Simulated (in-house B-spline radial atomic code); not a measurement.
A radial electron density 4πr²n(r) was computed for an atom or ion in its tabulated ground configuration with an all-electron radial atomic-structure program (B-spline basis); method: non-relativistic Hartree-Fock, average of configuration. Columns: r (bohr), 4πr²n(r) (electrons per bohr), bar.

```
 0.00651    0.204 #
 0.00734   0.2555 #
 0.00827    0.319 ##
 0.00931   0.3967 ##
  0.0105    0.494 ##
  0.0118   0.6095 ###
  0.0133   0.7537 ####
   0.015   0.9299 ####
  0.0169    1.141 #####
  0.0191    1.401 #######
  0.0215      1.7 ########
  0.0242    2.053 ##########
  0.0273    2.471 ############
  0.0307    2.941 ##############
  0.0346    3.485 ################
   0.039    4.093 ###################
   0.044    4.766 #######################
  0.0496    5.483 ##########################
  0.0559    6.227 #############################
   0.063    6.975 #################################
  0.0709    7.682 ####################################
  0.0799    8.323 #######################################
  0.0901    8.844 ##########################################
   0.102    9.197 ###########################################
   0.114    9.311 ############################################
   0.129    9.174 ###########################################
   0.145    8.772 #########################################
   0.164    8.069 ######################################
   0.184    7.185 ##################################
   0.208    6.068 #############################
   0.234     4.91 #######################
   0.264    3.736 ##################
   0.297    2.688 #############
   0.335    1.788 ########
   0.378    1.095 #####
   0.425   0.6226 ###
   0.479   0.3164 #
    0.54   0.1431 #
   0.609  0.05666
```

Question: Which atom or ion is it?
A. Mg8+
B. F8+
C. F7+
D. O7+

Answer: C. The area under the curve, ∫4πr²n dr = ∫r·4πr²n d(ln r) on this logarithmic grid, is 2 electrons, which only this option has. The configuration is 1s2.
